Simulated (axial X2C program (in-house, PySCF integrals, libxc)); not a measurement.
# SiSe⁻: properties at the nuclei

Calculated with an in-house all-electron X2C program for linear molecules (integrals from PySCF): two-component X2C with atomic mean-field Coulomb and Gaunt terms, Gaussian nuclei, basis Se dyall-acv3z, Si dyall-av3z with contracted cores.

R = 2.175 Å (near the PBE0 minimum at charge -1 of the determinant lowest at the starting distance; the state shown can have its own minimum elsewhere).

Determinant lowest in the PBE0 search, Ω = 1/2 (⟨Sz⟩ = -0.50, ⟨Lz⟩ = 1.00 at PBE0), spin on the atoms Se -0.01, Si -0.49:

```json
{"level": "PBE0", "Eeff magnitude (GV/cm)": "0.0444", "Ws magnitude Se (kHz)": "0.00431", "Ws magnitude Si (kHz)": "0.0106", "A∥/gI Se (MHz)": "550", "qzz Se (a.u.)": "0.56", "A∥/gI Si (MHz)": "393", "qzz Si (a.u.)": "-0.80"}
{"level": "HF", "Eeff magnitude (GV/cm)": "0.0148", "Ws magnitude Se (kHz)": "0.0305", "Ws magnitude Si (kHz)": "0.0205", "A∥/gI Se (MHz)": "465", "qzz Se (a.u.)": "0.78", "A∥/gI Si (MHz)": "377", "qzz Si (a.u.)": "-1.01"}
{"level": "PBE50", "Eeff magnitude (GV/cm)": "0.0252", "Ws magnitude Se (kHz)": "0.0155", "Ws magnitude Si (kHz)": "0.0126", "A∥/gI Se (MHz)": "514", "qzz Se (a.u.)": "0.68", "A∥/gI Si (MHz)": "400", "qzz Si (a.u.)": "-0.86"}
{"level": "B3LYP", "Eeff magnitude (GV/cm)": "0.0454", "Ws magnitude Se (kHz)": "0.00991", "Ws magnitude Si (kHz)": "0.00723", "A∥/gI Se (MHz)": "541", "qzz Se (a.u.)": "0.51", "A∥/gI Si (MHz)": "368", "qzz Si (a.u.)": "-0.80"}
{"level": "PBE", "Eeff magnitude (GV/cm)": "0.0588", "Ws magnitude Se (kHz)": "0.0204", "Ws magnitude Si (kHz)": "0.00846", "A∥/gI Se (MHz)": "578", "qzz Se (a.u.)": "0.43", "A∥/gI Si (MHz)": "377", "qzz Si (a.u.)": "-0.75"}
```

Determinant 0.07 eV from it at PBE0 and this distance, Ω = 3/2 (⟨Sz⟩ = 0.50, ⟨Lz⟩ = 1.00 at PBE0), spin on the atoms Se 0.03, Si 0.47:

```csv
level,Eeff magnitude (GV/cm),Ws magnitude Se (kHz),Ws magnitude Si (kHz),A∥/gI Se (MHz),qzz Se (a.u.),A∥/gI Si (MHz),qzz Si (a.u.)
PBE0,0.000771,0.0107,0.00327,134,0.55,54.2,-0.83
HF,0.0563,0.00138,0.0097,133,0.83,71.9,-1.05
PBE50,0.0106,0.0153,0.0041,134,0.69,63.8,-0.89
B3LYP,0.00772,0.00684,0.002,128,0.50,67,-0.83
PBE,0.0112,0.00629,0.00251,132,0.41,45.6,-0.77
```

Eeff is the effective electric field on the electron electric dipole moment in this Ω state and Ws the scalar–pseudoscalar constant of the nucleus named (defined with the proton number Z and per Ω); A∥ (defined per Ω) follows by multiplying with gI = μI/(I μN); qzz is the electric field gradient, eQq0 = 234.96 MHz × Q/barn × qzz. The operators were transformed with the bare-nucleus X2C matrices; with these basis sets, hyperfine constants and field gradients can be off by tens of per cent, and where levels differ in sign neither size nor sign is settled.

Task: With gI(77Se) = 1.0701, gI(29Si) = -1.1106 (g factors from the IAEA table of nuclear moments by Stone), turn the PBE0 values of the first state into constants in MHz.

Result: A∥(77Se) = 550 × 1.0701 = 589 MHz; A∥(29Si) = 393 × -1.1106 = -436 MHz.

Each state is one determinant with collinear spin. Unrestricted Hartree–Fock can overshoot spin polarisation at the nuclei. In the state Ω = 3/2 the sign of Eeff differs between levels (PBE50 against PBE0). For an anion, determinants above electron detachment, or with a positive highest level, are held by the basis set. Where Eeff spreads by more than a factor of two the levels disagree and none is to be relied on. The search compared states at one distance, so a state with another bond length can lie lower. The sign of Ws at Se differs between levels in the first state. PBE0 term energies can be off by some tenths of an eV.
